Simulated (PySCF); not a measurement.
Sn(H)2(Me)2 (C2H8Sn), SMILES [SnH2]([CH3])[CH3]. Geometry optimised at r2SCAN-D4/def2-SVP. The structure was generated by enumeration; whether it is a known compound was not checked. The def2 effective core potentials stand for the cores of Sn; spin–orbit coupling is left out.

Computed equilibrium geometry at r2SCAN-D4/def2-SVP (PySCF confirms it by a frequency run) as Cartesian coordinates in Å, and its point group:
point group C2v.
```xyz
11

Sn     0.0000     0.0000    -0.3097
C      1.7658     0.0000     0.9328
C     -1.7658     0.0000     0.9328
H      0.0000    -1.3977    -1.3138
H      0.0000     1.3977    -1.3138
H      1.7756     0.8942     1.5733
H      2.6733     0.0000     0.3118
H      1.7756    -0.8942     1.5733
H     -2.6733     0.0000     0.3118
H     -1.7756     0.8942     1.5733
H     -1.7756    -0.8942     1.5733
```
Charge 0, spin multiplicity 1.
